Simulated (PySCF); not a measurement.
Point-charge models of `C=C/C(F)=C(\Cl)CF` against its computed dipole.

Coordinates (GFN2-xTB, Å) and charges (e) from the PBE0/pcSseg-1 density (PySCF):

| atom | x | y | z | Mulliken | IAO | Hirshfeld | ESP-fitted |
| --- | --- | --- | --- | --- | --- | --- | --- |
| C1 | 2.373 | -1.068 | -0.598 | -0.1023 | -0.2819 | -0.0767 | -0.3052 |
| C2 | 1.501 | -0.475 | 0.212 | -0.2462 | -0.1740 | -0.0634 | -0.2722 |
| C3 | 0.154 | -0.138 | -0.186 | +0.4648 | +0.2825 | +0.0812 | +0.4002 |
| F4 | -0.178 | -0.475 | -1.454 | -0.2781 | -0.2684 | -0.0570 | -0.1626 |
| C5 | -0.796 | 0.451 | 0.560 | -0.4171 | -0.0891 | -0.0176 | -0.2709 |
| Cl6 | -0.475 | 0.908 | 2.188 | -0.0613 | -0.0051 | -0.0012 | -0.0173 |
| C7 | -2.178 | 0.766 | 0.071 | +0.3301 | +0.0330 | +0.0117 | +0.1388 |
| F8 | -2.402 | 2.122 | 0.085 | -0.3303 | -0.3197 | -0.1248 | -0.2127 |
| H9 | 2.111 | -1.333 | -1.608 | +0.1326 | +0.1651 | +0.0484 | +0.1690 |
| H10 | 3.372 | -1.301 | -0.275 | +0.1294 | +0.1655 | +0.0587 | +0.1824 |
| H11 | 1.760 | -0.206 | 1.225 | +0.1382 | +0.1726 | +0.0446 | +0.1755 |
| H12 | -2.936 | 0.319 | 0.724 | +0.1221 | +0.1552 | +0.0476 | +0.0842 |
| H13 | -2.311 | 0.431 | -0.962 | +0.1180 | +0.1643 | +0.0487 | +0.0907 |

Form Σ q r in debye for every column and set it beside the full dipole.

The full density gives (1.07, -2.02, -0.17) D, 2.29 D in size; dipole vectors point from the negative to the positive end.

| scheme | μx | μy | μz | size (D) | share of the full size (%) | angle to the full dipole (°) |
| --- | --- | --- | --- | --- | --- | --- |
| Mulliken | 1.31 | -3.27 | -0.72 | 3.60 | 157 | 10 |
| IAO | 1.47 | -2.77 | 1.14 | 3.34 | 146 | 24 |
| Hirshfeld | 0.77 | -1.21 | 0.13 | 1.44 | 63 | 10 |
| ESP-fitted | 1.03 | -2.11 | -0.21 | 2.35 | 103 | 2 |

Which set comes closest?

Length of the difference vector: ESP-fitted 0.11 D, Hirshfeld 0.91 D, Mulliken 1.39 D, IAO 1.57 D. Closest: ESP-fitted. 

What is left for the Hirshfeld atoms' own dipoles?

The Hirshfeld atoms' densities add up to the full density, so μ = Σ q r + Σ (atomic dipoles). The atomic dipoles sum to (1.07, -2.02, -0.17) − (0.77, -1.21, 0.13) = (0.30, -0.81, -0.30) D, 0.91 D in size.

With the origin at the mean of the coordinates, (0.000, 0.000, -0.001) Å, which are the largest single terms, by size, of the IAO dipole along the direction of the full one?

F8 +4.60, C1 -2.84, H10 +2.18, H9 +1.81, H12 -1.27 D; all 13 atoms together +3.04 D. The single terms depend on the origin, their sum doesn't.

Give the size of the full dipole in other units.

2.29 D = 0.900 au = 0.476 e·Å = 7.63 × 10⁻³⁰ C·m.

One conformer (not necessarily the lowest) at the GFN2-xTB geometry, without solvent, vibrations or thermal averaging.

The values belong to the conformer `[CH2:1]=[CH:2]/[C:3]([F:4])=[C:5](\[Cl:6])[CH2:7][F:8]`: C1–C2–C3–F4 0°, C3–C5–C7–F8 -117°.
